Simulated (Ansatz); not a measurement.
`B1C=NC1` from Hartree–Fock to CCSD(T)

Z-matrix (Å, degrees):
```
B
N 1 1.890
C 1 1.568 2 50.4
C 1 1.513 2 43.2 3 -145.7
H 1 1.194 2 136.0 3 111.8
H 3 1.090 1 122.1 2 110.0
H 3 1.086 1 118.1 2 -104.7
H 4 1.085 1 146.9 2 -146.7
```

Charge 0, multiplicity 1. All single points use the PBE0-D4/def2-TZVP geometry. Frozen core, restricted reference, Ansatz. CBS rows extrapolate triple and quadruple zeta; past MP2 they add the triple-zeta difference.

```json
{"basis": "def2-SVP", "HF (Eh)": "?", "MP2 corr.": "-0.51064", "CCSD corr.": "-0.54337", "(T)": "-0.02200", "CCSD(T) total": "?"}
{"basis": "def2-TZVPP", "HF (Eh)": "-157.17238", "MP2 corr.": "-0.62025", "CCSD corr.": "-0.64418", "(T)": "-0.03198", "CCSD(T) total": "-157.84854"}
{"basis": "def2-QZVPP", "HF (Eh)": "-157.17945", "MP2 corr.": "?", "CCSD corr.": "–", "(T)": "–", "CCSD(T) total": "–"}
{"basis": "CBS(def2)", "HF (Eh)": "-157.18043", "MP2 corr.": "?", "CCSD corr.": "?", "(T)": "as TZ", "CCSD(T) total": "?"}
```

**Question.** Fill in the withheld values. (Estimate.)

**Answer.** The calculation gave: def2-SVP HF (Eh): -156.99378; def2-SVP CCSD(T) total: -157.55915; def2-QZVPP MP2 corr.: -0.66028; CBS(def2) MP2 corr.: -0.68994; CBS(def2) CCSD corr.: -0.71387; CBS(def2) CCSD(T) total: -157.92628.
